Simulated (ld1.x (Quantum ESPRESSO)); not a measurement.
# molybdenum (Mo): one change to an RRKJ potential, before and after

molybdenum (Mo), norm-conserving RRKJ (Kleinman–Bylander form), made with ld1.x (Quantum ESPRESSO) 7.5 (BP86, scalar-relativistic). Core [Kr], reference 4d6 5s0 5p0. Waves: 5p (bound, empty): rc 4.10 bohr; 4d (bound): rc 2.00 bohr; 5s (bound, empty): rc 2.30 bohr. Local part: the s channel. Core correction: a·sin(br)/r model core, default radius (core density twice the valence density). rho0 = 0.001.

All-electron outer shells of the reference configuration (BP86, scalar-relativistic, ld1.x):

```tsv
shell	level (eV)	outermost node (bohr)	outermost maximum (bohr)
4s	-62.38	0.51	0.99
4p	-36.59	0.52	1.08
5s	-3.64	1.35	3.04
4d	-2.46	0.53	1.40
5p	-0.83	1.56	4.32
```

Change: wave 4d (bound): rc 2.00 bohr becomes 4d (bound): rc 1.54 bohr.

Cutoffs: the cutoffs (Ry, on a coarse ladder) from which the occupation-weighted sum of valence levels, in a spherical-Bessel basis at the reference potential, stays within 10 and 1 mRy of its value at 400 Ry; they do not see the model core or the augmentation charge, which bear on the density cutoff. Errors are all-electron minus pseudo energies relative to the spin-unpolarised reference configuration.

Task: Predict the effect on cutoff, ghosts and configuration errors.

Result: The potential gets harder (35 Ry and 40 Ry → 40 Ry and 70 Ry); the errors of the 7 common tests hardly move; neither file shows a bound ghost. A smaller radius makes the pseudo-wave follow the all-electron one further in, where it bends more sharply, so more plane waves are needed.

```tsv
quantity	base	changed
cutoff, loose	35 Ry	40 Ry
cutoff, tight	40 Ry	70 Ry
bound ghosts	none	none
error for 4d5 5s1 5p0, meV [ΔE -0.80 eV]	-49	-51
error for 4d5 5s0 5p0, meV [ΔE 6.28 eV]	-38	-38
error for 4d4 5s0 5p0, meV [ΔE 21.86 eV]	-303	-309
error for 4d4 5s2 5p0, meV [ΔE -0.65 eV]	-233	-246
error for 4d5.5 5s0.5 5p0, meV [ΔE -0.50 eV]	-10	-11
error for 4d2 5s0 5p0, meV [ΔE 88.25 eV]	-2338	-2444
error for 4d5 5s0.5 5p0, meV [ΔE 2.02 eV]	-38	-39
s: phases at 4.45 bohr within 0.05 rad from the reference energy up to (Ry; the scan ends near 5)	0.7	0.7
p: phases at 4.45 bohr within 0.05 rad from the reference energy up to (Ry; the scan ends near 5)	1.4	1.4
d: phases at 4.45 bohr within 0.05 rad from the reference energy up to (Ry; the scan ends near 5)	0.4	0.4
```
